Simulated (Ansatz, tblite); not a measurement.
Cost and result up the ladder for the cluster Pd₂S₂⁻ (4 atoms). Total charge -1; doublet. Geometry: PBE0-D4/def2-SVPD.

Cartesian coordinates in Å:
```
Pd -1.130 -0.251 -0.766
Pd 1.130 0.251 0.766
S -0.255 1.739 -0.193
S 0.255 -1.739 0.193
```

Ansatz on 4 threads of AMD EPYC 9R45 on a shared host; xTB runs through tblite on one thread. Times are rough, summed over both states, and most runs start from the orbitals of an earlier one. RPA@PBE/def2-TZVPD serves as the yardstick here, not as an exact answer. The other state is a quartet at its own geometry.

In the def2 sets Pd takes a core potential; there is no spin–orbit coupling. The xTB rows come from tblite. B3LYP takes the VWN-RPA correlation. Correlated methods freeze 10 core orbitals; core or outer-core shells of Pd are correlated, in sets that lack core-valence functions. The structure comes from a short search, and lower isomers may exist.

Run but left out: HF/STO-3G, HF/def2-TZVPD, BHLYP-D4/def2-TZVPD, MP2/def2-TZVPD (doublet: ⟨S²⟩ 1.21 to 3.60, where a pure state has 0.75); HF/def2-SVPD, MP2/def2-SVPD, CCSD/def2-SVPD, CCSD(T)/def2-SVPD (flagged by the program: other amplitudes).

Correlated methods converge slowly with the basis.

xTB has no spin-polarisation term.

```
                                level  functions  wall time
                             GFN1-xTB         36    0.006 s
                             GFN2-xTB         36    0.006 s
               LDA (SPW92)/def2-TZVPD        172      1.5 s
                    PBE-D4/def2-TZVPD        172      2.5 s
                  B3LYP-D4/def2-TZVPD        172      4.8 s
                   RPA@PBE/def2-TZVPD        172      5.2 s
                 r2SCAN-D4/def2-TZVPD        172      5.9 s
                   PBE0-D4/def2-TZVPD        172      6.8 s
CAM-B3LYP-D4/def2-TZVPD (with forces)        172       19 s
```

**Question.** Estimate what each level gives for the quartet − doublet (eV).

**Answer.** 
```
                                level  quartet − doublet (eV)  difference from RPA@PBE/def2-TZVPD (eV)                    remarks
                             GFN1-xTB                    0.89                                     0.26                          –
                             GFN2-xTB                    0.75                                     0.12                          –
               LDA (SPW92)/def2-TZVPD                    0.78                                     0.15  HOMO above zero (quartet)
                    PBE-D4/def2-TZVPD                    0.67                                     0.05  HOMO above zero (quartet)
                  B3LYP-D4/def2-TZVPD                    0.60                                    -0.02                          –
                   RPA@PBE/def2-TZVPD                    0.63                                     0.00                          –
                 r2SCAN-D4/def2-TZVPD                    0.61                                    -0.01  HOMO above zero (quartet)
                   PBE0-D4/def2-TZVPD                    0.56                                    -0.06                          –
CAM-B3LYP-D4/def2-TZVPD (with forces)                    0.53                                    -0.10                          –
```
